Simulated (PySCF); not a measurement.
Ga⁺: ionisation energy

Ga⁺ [Ar] 3d10 4s2 (1S) → Ga²⁺ [Ar] 3d10 4s1 (2S), as a difference of total energies. All numbers are calculated (PySCF 2.14, scalar relativity through the core potential, in aug-cc-pVQZ-PP with ECP10MDF). Correlated levels: valence: 3s2 3p6 3d10 frozen. The calculations carry no spin-orbit coupling.

```tsv
method	ionisation energy (eV)
UHF	18.745
LDA	21.099
PBE	20.678
PBE0	20.362
r2SCAN	20.491
LC-wPBE	20.263
BLYP	20.862
CAM-B3LYP	20.729
B97-3	20.554
MP2 (valence)	19.499
SCS-MP2 (valence)	19.650
```

Problem. How much does correlation contribute at MP2 (valence)?

Solution. 19.499 − (18.745) = 0.754 eV, measured against UHF.

Errors of the correlated levels include the incompleteness of this basis and the frozen core.

MP2 underrates the near-degeneracy of ns² with np² in the lower species.

For comparison: 20.515 eV (measured; NIST Atomic Spectra Database, ionization energies).
